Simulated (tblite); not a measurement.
Parent: `[CH2:1]=[C:2]1[C:3](=[CH2:4])[C:5]([CH:6]=[O:7])=[C:8]1[SiH3:9]` with C3–C5–C6–O7 180°, C7H8OSi.

Computed geometry: GFN2-xTB, gas phase. One conformer each, not checked by frequencies here.

```tsv
coordinate of the parent	value
C1=C2	1.324 Å
C2–C3	1.494 Å
C3=C4	1.322 Å
C3–C5	1.476 Å
C5–C6	1.437 Å
C6=O7	1.213 Å
C5=C8	1.377 Å
C8–Si9	1.874 Å
C2–C8	1.475 Å
C1–C2–C3	136.3°
C1–C2–C8	135.1°
C3–C2–C8	88.6°
C2–C3–C4	136.0°
C2–C3–C5	86.8°
C4–C3–C5	137.2°
C3–C5–C6	138.4°
C3–C5–C8	93.2°
C6–C5–C8	128.4°
C5–C6–O7	122.4°
C5–C8–Si9	128.9°
C2–C8–C5	91.3°
C2–C8–Si9	139.8°
```

**Question.** How does the shared frame change in `[CH2:1]=[C:2]1[C:3](=[CH2:4])[C:5]([CH2:6][CH:7]=[O:8])=[C:9]1[SiH3:10]` with C3–C5–C6–C7 -92°, C5–C6–C7–O8 114°, C8H10OSi? Atoms pair as C1 = C1, C2 = C2, C3 = C3, C4 = C4, C5 = C5, C6 = C6, C8 = C9, Si9 = Si10 (parent first).

**Answer.** 
```tsv
parent	relative	value in the relative	change
C1=C2	C1=C2	1.320 Å	-0.004
C2–C3	C2–C3	1.493 Å	-0.001
C3=C4	C3=C4	1.323 Å	+0.001
C3–C5	C3–C5	1.471 Å	-0.005
C5–C6	C5–C6	1.486 Å	+0.049
C5=C8	C5=C9	1.366 Å	-0.011
C8–Si9	C9–Si10	1.867 Å	-0.007
C2–C8	C2–C9	1.484 Å	+0.009
C1–C2–C3	C1–C2–C3	136.2°	-0.1
C1–C2–C8	C1–C2–C9	135.8°	+0.7
C3–C2–C8	C3–C2–C9	88.0°	-0.6
C2–C3–C4	C2–C3–C4	136.6°	+0.6
C2–C3–C5	C2–C3–C5	87.0°	+0.2
C4–C3–C5	C4–C3–C5	136.3°	-0.9
C3–C5–C6	C3–C5–C6	132.2°	-6.2
C3–C5–C8	C3–C5–C9	93.5°	+0.3
C6–C5–C8	C6–C5–C9	134.2°	+5.8
C5–C8–Si9	C5–C9–Si10	135.4°	+6.5
C2–C8–C5	C2–C9–C5	91.4°	+0.1
C2–C8–Si9	C2–C9–Si10	133.3°	-6.5
```

Of the parent's bonds, C5–C6 changes most (+0.049 Å). Bonds of the relative outside the shared frame: C6–C7 1.509, C7=O8 1.196 Å. Point group Cs → C1.

**Question.** How does the shared frame change in `[CH2:1]=[C:2]1[C:3](=[CH2:4])[C:5]([CH2:6][SiH3:7])=[C:8]1[CH:9]=[O:10]` with C3–C5–C6–Si7 91°, C5–C8–C9–O10 4°, C8H10OSi? Atoms pair as C1 = C4, C2 = C3, C3 = C2, C4 = C1, C5 = C8, C6 = C9, O7 = O10, C8 = C5 (parent first).

**Answer.** 
| parent | relative | value in the relative | change |
| --- | --- | --- | --- |
| C1=C2 | C4=C3 | 1.324 Å | 0.000 |
| C2–C3 | C3–C2 | 1.493 Å | -0.001 |
| C3=C4 | C2=C1 | 1.321 Å | -0.001 |
| C3–C5 | C2–C8 | 1.479 Å | +0.003 |
| C5–C6 | C8–C9 | 1.432 Å | -0.005 |
| C6=O7 | C9=O10 | 1.216 Å | +0.003 |
| C5=C8 | C8=C5 | 1.383 Å | +0.006 |
| C2–C8 | C3–C5 | 1.474 Å | -0.001 |
| C1–C2–C3 | C4–C3–C2 | 136.3° | 0.0 |
| C1–C2–C8 | C4–C3–C5 | 135.5° | +0.4 |
| C3–C2–C8 | C2–C3–C5 | 88.3° | -0.3 |
| C2–C3–C4 | C3–C2–C1 | 135.4° | -0.6 |
| C2–C3–C5 | C3–C2–C8 | 87.5° | +0.7 |
| C4–C3–C5 | C1–C2–C8 | 137.1° | -0.1 |
| C3–C5–C6 | C2–C8–C9 | 135.2° | -3.2 |
| C3–C5–C8 | C2–C8–C5 | 92.3° | -0.9 |
| C6–C5–C8 | C9–C8–C5 | 132.4° | +4.0 |
| C5–C6–O7 | C8–C9–O10 | 124.6° | +2.2 |
| C2–C8–C5 | C3–C5–C8 | 91.9° | +0.6 |

Of the parent's bonds, C5–C6 and C5–C8 change most and about equally (-0.005 to +0.006 Å). Bonds of the relative outside the shared frame: C5–C6 1.449, C6–Si7 1.931 Å. Point group Cs → C1.
